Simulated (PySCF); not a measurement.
## Partial charges of `CC(=O)CP1CC=CC1`

Compound: C₇H₁₁OP.
Numbering: `[CH3:1][C:2](=[O:3])[CH2:4][P:5]1[CH2:6][CH:7]=[CH:8][CH2:9]1` (hydrogens: H10, H11, H12 on C1; H13, H14 on C4; H15, H16 on C6; H17 on C7; H18 on C8; H19, H20 on C9)

Geometry (GFN2-xTB, Å), atoms numbered from 1 in this order:
```
atom  x, y, z in Å
C1     3.072    0.264   -0.565
C2     1.857    0.814    0.134
O3     1.667    1.995    0.298
C4     0.860   -0.223    0.550
P5    -0.168   -0.655   -0.972
C6    -1.507   -1.587   -0.057
C7    -2.451   -0.552    0.475
C8    -2.305    0.675    0.010
C9    -1.209    0.895   -0.986
H10    3.648   -0.350    0.125
H11    3.696    1.071   -0.938
H12    2.748   -0.368   -1.391
H13    1.350   -1.141    0.874
H14    0.193    0.160    1.325
H15   -1.076   -2.214    0.727
H16   -2.023   -2.251   -0.758
H17   -3.211   -0.848    1.181
H18   -2.930    1.508    0.291
H19   -0.592    1.765   -0.748
H20   -1.626    1.051   -1.987
```

Density: PBE0/pcSseg-1 (PySCF); schemes: Mulliken, IAO, Hirshfeld and ESP-fitted. Isolated species at its GFN2-xTB geometry (one conformer only).

**Question.** What partial charge does each atom carry?

**Answer.** In e:

| atom | environment | Mulliken | IAO | Hirshfeld | ESP-fitted |
| --- | --- | --- | --- | --- | --- |
| C1 | methyl carbon next to a carbonyl | -0.258 | -0.480 | -0.128 | -0.234 |
| C2 | ketone carbonyl carbon | +0.149 | +0.395 | +0.164 | +0.490 |
| O3 | ketone oxygen | -0.360 | -0.423 | -0.237 | -0.450 |
| C4 | sp3 carbon bound to phosphorus | -0.418 | -0.488 | -0.128 | -0.342 |
| P5 | phosphine phosphorus | +0.310 | +0.469 | +0.163 | -0.321 |
| C6 | sp3 carbon bound to phosphorus | -0.384 | -0.444 | -0.114 | +0.200 |
| C7 | alkene CH carbon | -0.140 | -0.165 | -0.053 | -0.203 |
| C8 | alkene CH carbon | -0.128 | -0.154 | -0.047 | -0.267 |
| C9 | sp3 carbon bound to phosphorus | -0.392 | -0.452 | -0.117 | +0.367 |
| H10 | methyl hydrogen | +0.136 | +0.161 | +0.054 | +0.074 |
| H11 | methyl hydrogen | +0.137 | +0.164 | +0.050 | +0.085 |
| H12 | methyl hydrogen | +0.146 | +0.164 | +0.044 | +0.067 |
| H13 | methylene hydrogen | +0.158 | +0.153 | +0.046 | +0.183 |
| H14 | methylene hydrogen | +0.174 | +0.160 | +0.039 | +0.112 |
| H15 | methylene hydrogen | +0.152 | +0.150 | +0.044 | +0.015 |
| H16 | methylene hydrogen | +0.167 | +0.159 | +0.041 | +0.021 |
| H17 | vinylic hydrogen | +0.099 | +0.152 | +0.048 | +0.110 |
| H18 | vinylic hydrogen | +0.101 | +0.155 | +0.051 | +0.121 |
| H19 | methylene hydrogen | +0.185 | +0.168 | +0.039 | -0.009 |
| H20 | methylene hydrogen | +0.166 | +0.158 | +0.042 | -0.016 |

Mean size of the charges over all atoms: IAO 0.261 e, Mulliken 0.208 e, ESP-fitted 0.184 e, Hirshfeld 0.082 e. Each set sums to the total charge, 0, to within 0.001 e. The Mulliken scheme gives each basis function's population to the atom it is centred on and halves the overlap population of two atoms between them. The Hirshfeld scheme divides the density at each point in proportion to the densities of the neutral, spherically averaged free atoms.

Lowest charge. The schemes don't all agree: Mulliken C4 (-0.418); IAO C4 (-0.488); Hirshfeld O3 (-0.237); ESP-fitted O3 (-0.450).

Highest charge. The schemes don't all agree: Mulliken P5 (+0.310); IAO P5 (+0.469); Hirshfeld C2 (+0.164); ESP-fitted C2 (+0.490).

**Question.** Sum the charges by element, for elements with more than one atom.

**Answer.** 
```json
{"element": "C", "atoms": "7", "Mulliken": "-1.571", "IAO": "-1.789", "Hirshfeld": "-0.424", "ESP-fitted": "+0.010"}
{"element": "H", "atoms": "11", "Mulliken": "+1.621", "IAO": "+1.743", "Hirshfeld": "+0.498", "ESP-fitted": "+0.762"}
```

**Question.** How closely do the schemes follow one another over all atoms?

**Answer.** Correlation coefficient and root-mean-square difference: Mulliken with IAO 0.97, 0.090 e; IAO with Hirshfeld 0.96, 0.203 e; Mulliken with Hirshfeld 0.92, 0.146 e; Hirshfeld with ESP-fitted 0.43, 0.211 e; IAO with ESP-fitted 0.33, 0.312 e; Mulliken with ESP-fitted 0.26, 0.283 e.

**Question.** How many electrons does the ESP-fitted scheme count on C1?

**Answer.** Z − q = 6 − (-0.234) = 6.234.

These values come from a run that also computed NMR shieldings. On Arm Neoverse V2, one thread, no GPU, shared host with 32 logical CPUs at a one-minute load of 9.8, this took 35 s and 1.0 GiB of memory at its peak.
